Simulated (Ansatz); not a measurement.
**Ligand exchange: HBr + C5H10 → H2 + C5H9Br**

Species: HBr (hydrogen bromide), singlet; C5H10 (cyclopentane) `C1CCCC1`, singlet; H2 (hydrogen), singlet; C5H9Br (bromocyclopentane) `BrC1CCCC1`, singlet. The partners trade Br for H: H–Br and C–H bonds give way to H–H and C–Br.

Shapes, held fixed at every level: PBE0-D4/def2-TZVP. Flexible molecules stand in one conformer, not always the lowest. Programs: Ansatz 0.2.0. Electronic energies: no zero-point or thermal term.

```tsv
level	kind	ΔE (kJ/mol)	less CCSD(T)/def2-TZVPP
PBE-D4/def2-TZVPP	GGA	+54.6	-2.7
B3LYP-D4/def2-TZVPP	global hybrid	+58.6	+1.3
BHLYP-D4/def2-TZVPP	global hybrid	+63.8	+6.5
wB97M-V/def2-TZVPP	range-separated hybrid	+59.2	+1.9
B2PLYP/def2-TZVPP	double hybrid	+62.0	+4.7
MP2/def2-SVP	perturbation theory	+66.1	+8.8
CCSD(T)/def2-SVP	coupled cluster or CI	+73.9	+16.6
CCSD(T)/def2-TZVPP	coupled cluster or CI	+57.3	0.0
```

The highest level, CCSD(T)/def2-TZVPP, gives ΔE = +57.3 kJ/mol; the levels span +54.6 to +73.9. The column of differences is taken from that level and isn't an error. No measured value is set beside it here. Relativity is left out for Br. Outer-core shells of Br are correlated, in sets that cover them unevenly.
